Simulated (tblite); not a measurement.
Compound: C5H6F3O2P.
Atom-mapped SMILES: `[CH2:1]=[C:2]([CH3:3])[P@@:4](=[O:5])([OH:6])[C:7]([F:8])=[C:9]([F:10])[F:11]` (hydrogens: H12, H13 on C1; H14, H15, H16 on C3; H17 on O6)

Structure optimised with GFN2-xTB, isolated species.

Task: List the bond lengths, angles and torsions at this level.

Result: 
| bond | length (Å) |
| --- | --- |
| C1=C2 | 1.324 |
| C2–C3 | 1.490 |
| C2–P4 | 1.812 |
| P4=O5 | 1.461 |
| P4–O6 | 1.604 |
| P4–C7 | 1.852 |
| C7–F8 | 1.339 |
| C7=C9 | 1.323 |
| C9–F10 | 1.320 |
| C9–F11 | 1.326 |
| C1–H12 | 1.078 |
| C1–H13 | 1.077 |
| C3–H14, C3–H15, C3–H16 | 1.089 |
| O6–H17 | 0.961 |

Bonds in one row agree within 0.01 Å and their mean is given. A selection of angles:
| angle | degrees |
| --- | --- |
| C1–C2–C3 | 126.6 |
| C1–C2–P4 | 116.8 |
| C3–C2–P4 | 116.6 |
| C2–P4–O5 | 119.1 |
| C2–P4–O6 | 104.3 |
| C2–P4–C7 | 104.2 |
| O5–P4–O6 | 113.0 |
| O5–P4–C7 | 112.0 |
| O6–P4–C7 | 102.5 |
| P4–C7–F8 | 119.0 |
| P4–C7–C9 | 119.3 |
| F8–C7–C9 | 121.4 |
| C7–C9–F10 | 128.7 |
| C7–C9–F11 | 120.3 |
| F10–C9–F11 | 110.9 |
| H17–O6–P4 | 109.2 |

Torsions: C1–C2–P4–O5 3° (synperiplanar); C2–P4–C7–F8 21° (synperiplanar); P4–C7–C9–F10 -176° (antiperiplanar); H17–O6–P4–C2 -142° (anticlinal).

P4 (phosphoryl phosphorus) is distorted tetrahedral (angles from 102.5° to 119.1°). The 2 O–P bonds span 1.461 Å (P4=O5, drawn double) to 1.604 Å (P4–O6, drawn single), a spread of 0.143 Å. The 3 C–C bonds span 1.323 Å (C7=C9, drawn double) to 1.490 Å (C2–C3, drawn single), a spread of 0.167 Å. The 2 C–P bonds span 1.812 Å (C2–P4, drawn single) to 1.852 Å (P4–C7, drawn single), a spread of 0.040 Å. O6 (hydroxyl oxygen) is bent (angle 109.2°). Of the pairs four or more bonds apart, O6···F11 is among the closest relative to their van der Waals radii: 2.86 Å, 96 % of the sum of Bondi's values.

Point group: C1 (no symmetry element, even within 0.4 Å). Its GFN2-xTB frequencies are all real (lowest 36 cm⁻¹). One conformer, not necessarily the lowest (C1–C2–P4–O5 3°, C2–P4–O6–H -142°, C2–P4–C7–F8 21°). 3 starts were optimised and ended at 0.00, 1.70 and 3.70 kcal/mol (GFN2-xTB); the lowest of these is shown.

The numbers are calculated, not measured.
